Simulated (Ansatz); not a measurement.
Reactions of CH7ClSi2, SMILES `[SiH3]C[SiH2]Cl`.

Isolated molecules relaxed with PBE0-D4/def2-TZVP in Ansatz; ΔE leaves out vibrations. CBS: MP2 limit from def2 TZ/QZ plus the TZ coupled-cluster correction, frozen cores. This one scheme is used for every species. DFT in def2-TZVPP. Each species was taken in one conformer, which may not be the lowest.

| reaction | ωB97X-V (eV) | ωB97M-V (eV) | CCSD(T)/CBS(def2) (eV) |
| --- | --- | --- | --- |
| `[SiH3]C[SiH2]Cl` + `BN[SiH3]` → `BN([SiH3])[SiH3]` + `C[SiH2]Cl` | -0.37 | -0.37 | -0.39 |
| `[SiH3]C[SiH2]Cl` + `NCS` → `[SiH3]NCS` + `C[SiH2]Cl` | -0.49 | -0.49 | -0.48 |
| `[SiH3]C[SiH2]Cl` + `OCBF` → `OCB(F)[SiH2]Cl` + `C[SiH3]` | 0.34 | 0.39 | 0.39 |
| `[SiH3]C[SiH2]Cl` + `N[SiH2]S` → `[SiH3]N[SiH2]S` + `C[SiH2]Cl` | -0.57 | -0.57 | -0.58 |
| `[SiH3]C[SiH2]Cl` + `N=CO` → `O/C=N/[SiH2]Cl` + `C[SiH3]` | -0.57 | -0.57 | -0.56 |
| `[SiH3]C[SiH2]Cl` + `C=CF` → `C=C(F)[SiH2]Cl` + `C[SiH3]` | 0.14 | 0.15 | 0.16 |

Largest T1 diagnostic: 0.014, for `N=CO`.
